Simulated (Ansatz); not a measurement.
Geometry optimisation, Ansatz 0.2.0, RKS BHLYP-D4/def2-SVP.

The input (input.yaml):

```yaml
crystal:
  periodic: [false, false, false]
  atoms:
    - { symbol: Ge, position_ang: [0.375867, 0.22243, -0.145873] }
    - { symbol: F, position_ang: [0.276948, -0.451648, 1.426345] }
    - { symbol: H, position_ang: [1.87901, 0.278268, -0.434413] }
    - { symbol: H, position_ang: [-0.235706, 1.613515, -0.106717] }
    - { symbol: H, position_ang: [-0.307599, -0.739056, -1.113265] }
    - { symbol: O, position_ang: [-2.398817, -0.130345, 0.86228] }
    - { symbol: Al, position_ang: [-3.615509, -1.118664, 0.19103] }
    - { symbol: H, position_ang: [-3.857137, -2.574054, 0.752436] }
    - { symbol: H, position_ang: [-4.428775, -0.486557, -0.990121] }
    - { symbol: H, position_ang: [-1.826783, -0.35209, 1.620598] }
basis:
  gaussian: { orbitals: def2-SVP }
hamiltonian:
  xc: { name: BHLYP }
  dispersion: d4
relax:
  f_tol: 0.03
  max_steps: 50
output:
  orbitals: {}
```

Command:

```bash
$ ansatz run input.yaml --threads 2 --pin off --max-ram 3072MiB --backend cpu --events-out ev --progress --plain --runs-dir out
```

Question: Where does it end, and by what steps?

Answer: The run converged. The force dipped under the threshold on the way, but the program's further checks kept it going. After 20 steps the energy has fallen by 0.070 eV; H8 moved furthest, 1.08 Å.

```
step  energy less start (eV)  largest force component (eV/Å)  accepted
   0                  0.0000                           1.003       yes
   1                 -0.0344                           0.477       yes
   2                 -0.0462                           0.119       yes
   3                 -0.0494                           0.177       yes
   4                 -0.0536                           0.181       yes
   5                 -0.0578                           0.102       yes
   6                 -0.0596                           0.169       yes
   7                 -0.0605                           0.154       yes
   8                 -0.0617                           0.042       yes
   9                 -0.0636                           0.021       yes
  10                 -0.0642                           0.164       yes
  11                 -0.0651                           0.123       yes
  12                 -0.0673                           0.020       yes
  13                 -0.0678                           0.069       yes
  14                 -0.0683                           0.046       yes
  15                 -0.0690                           0.048       yes
  16                 -0.0694                           0.068       yes
  17                 -0.0696                           0.030       yes
  18                 -0.0698                           0.025       yes
  19                 -0.0696                           0.037        no
  20                 -0.0699                           0.014       yes
```

```xyz
10
Properties=species:S:1:pos:R:3
Ge 0.539 0.379 -0.139
F 0.261 -0.572 1.309
H 2.028 0.722 -0.065
H -0.332 1.621 -0.033
H 0.227 -0.515 -1.329
O -2.238 -0.700 0.423
Al -3.869 -1.134 0.318
H -4.526 -2.043 1.421
H -4.648 -0.578 -0.924
H -1.580 -0.920 1.082
```

Whether the end is a true minimum wasn't checked by a vibrational analysis.

Time of the run: 60 s on 2 threads of Arm Neoverse V2, with other jobs on the host, peak memory 0.25 GiB.
